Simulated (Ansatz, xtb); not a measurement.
**Relative energy of two isomers of C6H4O2S**

We compare a, `O=Cc1csc(C=O)c1`, a singlet, with b, `O=Cc1cscc1C=O`, a singlet. Both are isolated molecules in the gas phase, relaxed with B3LYP/def2-SVP, each in the lowest conformer that the search found.

a (Å):

```xyz
13

C    -1.3544    0.2954   -1.8801
C    -0.6503    0.2582   -0.5829
C    -0.5243   -0.8784    0.1999
C     0.5680    1.0916    1.2247
C     1.3029    1.9875    2.1231
C    -0.0179    1.3896    0.0147
O    -1.4629    1.2887   -2.5620
O     1.7929    1.6510    3.1775
S     0.3480   -0.5937    1.6469
H    -1.7950   -0.6831   -2.2030
H    -0.9138   -1.8724   -0.0239
H     1.3774    3.0392    1.7457
H    -0.0077    2.3777   -0.4483
```

b (Å):

```xyz
13

C    -0.3648   -1.4472   -0.1059
C     0.4804   -0.6278   -1.0197
C     1.4055   -1.2165   -1.8515
C     1.3810    1.2437   -2.1065
C     0.4651    0.8124   -1.1681
C    -0.3897    1.7774   -0.4474
O    -0.2821   -2.6547   -0.0502
O    -1.2184    1.4978    0.3899
S     2.2553   -0.0630   -2.8076
H    -1.0789   -0.8733    0.5236
H     1.6086   -2.2842   -1.9278
H     1.5769    2.2714   -2.4132
H    -0.2121    2.8438   -0.7419
```

Task: Which of the two would you expect CCSD(T)/def2-SVP + ΔMP2/def2-TZVPP electronic energies to favour?

Result: Structure a; the calculation gives E(b) − E(a) = +7.92 kJ/mol.

How the difference moves with the method:

```json
{"level": "GFN2-xTB", "geometry": "GFN2-xTB", "E(b) − E(a) (kJ/mol)": "+2.56", "departure from the last row (kJ/mol)": "−5.36", "job, with rough time for the two": "optimisation, 0.15 s"}
{"level": "HF/STO-3G", "geometry": "GFN2-xTB", "E(b) − E(a) (kJ/mol)": "+1.36", "departure from the last row (kJ/mol)": "−6.56", "job, with rough time for the two": "single point, 0.9 s"}
{"level": "r2SCAN-D4/def2-SVP", "geometry": "GFN2-xTB", "E(b) − E(a) (kJ/mol)": "+12.41", "departure from the last row (kJ/mol)": "+4.49", "job, with rough time for the two": "single point, 9.3 s"}
{"level": "B3LYP/def2-SVP", "geometry": "B3LYP/def2-SVP", "E(b) − E(a) (kJ/mol)": "+9.48", "departure from the last row (kJ/mol)": "+1.56", "job, with rough time for the two": "optimisation, 67 s"}
{"level": "HF/def2-SVP", "geometry": "B3LYP/def2-SVP", "E(b) − E(a) (kJ/mol)": "+7.91", "departure from the last row (kJ/mol)": "−0.01", "job, with rough time for the two": "part of the CCSD(T) run"}
{"level": "MP2/def2-SVP", "geometry": "B3LYP/def2-SVP", "E(b) − E(a) (kJ/mol)": "+6.08", "departure from the last row (kJ/mol)": "−1.84", "job, with rough time for the two": "part of the CCSD(T) run"}
{"level": "CCSD(T)/def2-SVP", "geometry": "B3LYP/def2-SVP", "E(b) − E(a) (kJ/mol)": "+5.18", "departure from the last row (kJ/mol)": "−2.74", "job, with rough time for the two": "single point"}
{"level": "CCSD(T)/def2-SVP + ΔMP2/def2-TZVPP", "geometry": "B3LYP/def2-SVP", "E(b) − E(a) (kJ/mol)": "+7.92", "departure from the last row (kJ/mol)": "", "job, with rough time for the two": "single point, 4.2 min"}
```

As drawn, both hold the same kinds of bond in the same numbers.

HF/STO-3G finds them nearly level. The largest departure from CCSD(T)/def2-SVP + ΔMP2/def2-TZVPP is that of HF/STO-3G, 6.56 kJ/mol. The last row adds to CCSD(T) the change of the MP2 difference between the two basis sets, here +2.74 kJ/mol.

With thermal terms from frequencies at re-optimised GFN2-xTB minima (ideal gas, soft modes damped towards free rotors, one conformer each, 298.15 K, 1 atm): on the last row, ΔE + ΔZPE = +8.53, ΔH = +8.42, ΔG = +8.75 kJ/mol.

The correlated steps freeze 13 core orbitals. Programs: Ansatz 0.2.0, xtb 6.7.1; the last row on 2 threads of Arm Neoverse V2 on a shared host.
